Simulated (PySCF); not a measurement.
A structure optimised at ωB97X-D3(BJ)/def2-SVP, used in a PySCF frequency run:

```xyz
8

Al    -0.6589    -1.0620     0.0000
H     -2.2318    -1.2489     0.0000
C      0.6180    -2.5346     0.0000
H      0.4740    -3.1797     0.8844
H      0.4740    -3.1797    -0.8844
H      1.6651    -2.1920     0.0000
Se     0.1661     1.0917     0.0000
H     -1.1699     1.6964     0.0000
```

Question: Write its SMILES, formula and point group.

Answer: [CH3][AlH][SeH], CH₅AlSe, Cs

Question: What are its rotational constants (standard atomic weights)?

Answer: 17.225, 2.1935, 1.9696 GHz
